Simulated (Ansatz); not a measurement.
`CC1=[C]([AlH2])C1` + HCl → `CC1=C(Cl)C1` + `[AlH3]`  (substitution at a C–Al bond)

Isolated molecules relaxed with PBE0-D4/def2-TZVP in Ansatz; ΔE leaves out vibrations. CCSD(T)/CBS is the MP2 limit (def2-TZVPP, def2-QZVPP) plus CCSD(T) − MP2 in def2-TZVPP, frozen cores. This one scheme is used for every species. DFT in def2-TZVPP.

`CC1=[C]([AlH2])C1`:

Z-matrix (Å, degrees):
```
C
C 1 1.465
H 1 1.091 2 111.8
H 1 1.094 2 110.2 3 -121.4
H 1 1.095 2 110.1 3 121.4
C 2 1.307 1 149.3 3 -0.2
C 2 1.472 1 143.9 3 179.9
Al 6 1.908 2 149.3 1 -0.1
H 7 1.091 2 119.9 1 74.6
H 7 1.091 2 119.9 1 -74.8
H 8 1.585 6 120.2 2 -179.4
H 8 1.587 6 118.9 2 0.6
```

HCl:

Cartesian coordinates in Å:
```
Cl 0.356 0.021 0.531
H -0.356 -0.021 -0.531
```

`CC1=C(Cl)C1`:

```xyz
10

C    -0.743   -1.159   -0.622
C     0.015   -0.006   -0.132
C     0.775    1.021   -0.278
Cl    1.653    2.036   -1.295
C     0.388    0.767    1.125
H    -1.802   -1.060   -0.366
H    -0.385   -2.081   -0.154
H    -0.654   -1.259   -1.705
H    -0.361    1.401    1.606
H     1.114    0.340    1.821
```

`[AlH3]`:

```xyz
4

Al    0.000    0.000    0.000
H    -1.469    0.122   -0.584
H     0.228   -0.059    1.568
H     1.242   -0.063   -0.985
```

(1) Is it downhill or uphill in electronic energy at CCSD(T)/CBS, and by how much? (An estimate is asked.)

(2) What do these levels give: PBE-D4, ωB97M-V, PBE, HF/def2-TZVPP, CCSD(T)/def2-TZVPP, MP2/def2-QZVPP? (Estimate.)

Largest T1 diagnostic among the species: 0.011.

Answers

(1) The calculation gave: Uphill: ΔE = +26.3 kcal/mol.

(2) Computed: PBE-D4 22.8, ωB97M-V 25.5, PBE 22.6, HF/def2-TZVPP 26.4, CCSD(T)/def2-TZVPP 26.0, MP2/def2-QZVPP 26.2 kcal/mol.

From PBE to PBE0 (25 % exact exchange), in def2-TZVPP and without D4, ΔE moves by +1.2 kcal/mol.
